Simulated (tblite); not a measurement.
Input of a run (GFN2-xTB geometry optimisation, gas phase (tblite 0.8.0)), started from a force field or distance geometry:
```
{"job": {"kind": "relax", "xc": "GFN2-xTB", "basis": "xTB"}, "charge": 0, "multiplicity": 1}
C     -2.422900     0.961200    -0.077400
O     -1.178100     0.498300    -0.557100
C     -0.959100    -0.883100    -0.211500
C      0.391500    -1.294700    -0.761000
Si     1.879200    -0.623200     0.181900
C      1.756800     1.190500     0.491400
Cl     0.845200     1.491700     1.989300
Cl     3.410300     1.869500     0.682700
H     -2.481900     0.880400     1.014400
H     -2.534800     2.015400    -0.350700
H     -3.250400     0.398700    -0.540700
H     -1.042700    -1.025200     0.871700
H     -1.754200    -1.476100    -0.689300
H      0.465400    -2.396300    -0.733300
H      0.479000    -0.979800    -1.797100
H      2.037000    -1.402100     1.446100
H      3.074100    -0.951400    -0.651900
H      1.276700     1.732300    -0.319100
```

Output (eV, eV/Å):
```
step      E/eV     max force
  0    -776.40484    2.374
  1    -776.50274    0.857
  2    -776.52317    0.244
  3    -776.53298    0.286
  4    -776.54527    0.313
  5    -776.55246    0.265
  6    -776.55620    0.129
  7    -776.55833    0.121
  8    -776.56017    0.144
  9    -776.56203    0.129
 10    -776.56358    0.093
 11    -776.56471    0.090
 12    -776.56558    0.085
 13    -776.56632    0.075
 14    -776.56695    0.067
 15    -776.56751    0.051
 16    -776.56810    0.068
 17    -776.56880    0.079
 18    -776.56961    0.112
 19    -776.57046    0.117
 20    -776.57123    0.083
 21    -776.57194    0.078
 22    -776.57271    0.074
 23    -776.57355    0.090
 24    -776.57433    0.074
 25    -776.57490    0.049
 26    -776.57531    0.046
 27    -776.57570    0.063
 28    -776.57616    0.066
 29    -776.57668    0.052
 30    -776.57723    0.056
 31    -776.57784    0.062
 32    -776.57853    0.078
 33    -776.57929    0.077
 34    -776.58001    0.061
 35    -776.58060    0.058
 36    -776.58112    0.059
 37    -776.58170    0.071
 38    -776.58240    0.077
 39    -776.58316    0.068
 40    -776.58385    0.050
 41    -776.58441    0.048
 42    -776.58487    0.054
 43    -776.58533    0.055
 44    -776.58585    0.059
 45    -776.58642    0.066
 46    -776.58695    0.058
 47    -776.58737    0.043
 48    -776.58771    0.040
 49    -776.58799    0.045
 50    -776.58819    0.036
 51    -776.58831    0.023
 52    -776.58838    0.021
 53    -776.58847    0.025
 54    -776.58861    0.030
 55    -776.58878    0.035
 56    -776.58894    0.027
 57    -776.58904    0.019
 58    -776.58910    0.017
 59    -776.58915    0.015
 60    -776.58920    0.016
 61    -776.58924    0.013
 62    -776.58928    0.015
 63    -776.58932    0.018
 64    -776.58937    0.017
 65    -776.58943    0.018
 66    -776.58948    0.021
 67    -776.58954    0.026
 68    -776.58961    0.025
 69    -776.58970    0.023
 70    -776.58977    0.025
 71    -776.58981    0.018
 72    -776.58984    0.014
 73    -776.58987    0.020
 74    -776.58992    0.022
 75    -776.58996    0.021
 76    -776.59000    0.015
 77    -776.59003    0.015
 78    -776.59007    0.018
 79    -776.59013    0.030
 80    -776.59018    0.028
 81    -776.59021    0.016
 82    -776.59023    0.009
```

Q: Summarise the run.

A: The energy falls by 0.185 eV over 82 L-BFGS steps, the largest force on an atom goes from 2.37 to 0.009 eV/Å, and the atoms move by 0.189 Å rms after alignment. The bond that changes most is Si5–C6 (SiH2 silicon to CHCl2 carbon), which lengthens by 0.085 Å. Bonds longer at the end by more than 0.005 Å: 3 of 17; shorter: 9. Among the angles that change most is C6–Si5–H16, from 112.2° to 105.5°. Among the dihedrals that turn most is C3–C4–Si5–H17, from -171° to -157°. The energy never rose by more than 1e-5 eV on the way. The first step brought 53 % of the lowering.

Q: What are the final bond lengths?

A: C1–O2 1.404 Å, O2–C3 1.410 Å, C3–C4 1.523 Å, C4–Si5 1.905 Å, Si5–C6 1.929 Å, C6–Cl7 1.772 Å, C6–Cl8 1.779 Å, C1–H9 1.097 Å, C1–H10 1.088 Å, C1–H11 1.097 Å, C3–H12 1.101 Å, C3–H13 1.103 Å, C4–H14 1.089 Å, C4–H15 1.090 Å, Si5–H16 1.464 Å, Si5–H17 1.464 Å, C6–H18 1.088 Å. Numbering counts from 1 in the input's order; the species is `COCC[SiH2]C(Cl)Cl`.

Its GFN2-xTB frequencies are all real (lowest 28 cm⁻¹). The numbers are those of one conformer. 3 starts were optimised and ended at 0.00, 0.78 and 1.33 kcal/mol (GFN2-xTB); the lowest of these is shown.

These are computed values.
